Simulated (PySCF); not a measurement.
Molecule: Nitrosobenzene (SMILES O=Nc1ccccc1).

Numbering as in the mapped SMILES `[O:1]=[N:2][c:3]1[cH:4][cH:5][cH:6][cH:7][cH:8]1`. Hydrogens are named by the atom that carries them.

Geometry PBE0-D3(BJ)/def2-SVP throughout; GIAO in PySCF, gas phase, one conformer, non-relativistic; equivalent atoms averaged; functional PBE0.

For orientation, 6-31G* gives these absolute shieldings σ: O1 -1584.2, N2 -807.5, C6 64.9, C5/C7 70.9, C3 44.2, C4/C8 80.2, H(C5)/H(C7) 24.26, H(C6) 24.33, H(C4)/H(C8) 24.11 ppm.

A run gave: O1 -1719.5, N2 -895.7, C6 42.7, C5/C7 49.8, C3 23.7, C4/C8 60.3, H(C5)/H(C7) 23.36, H(C6) 23.45, H(C4)/H(C8) 23.33 ppm (absolute shieldings σ).

**Question.** Which basis set was used in that run?
A. pcSseg-1
B. cc-pVDZ
C. 6-31G
D. aug-cc-pVDZ
E. def2-TZVP

**Answer.** A. O1 tells them apart best: pcSseg-1 gives -1719.5, 6-31G gives -1838.7, def2-TZVP gives -1637.6, aug-cc-pVDZ gives -1514.8, cc-pVDZ gives -1636.2 ppm.
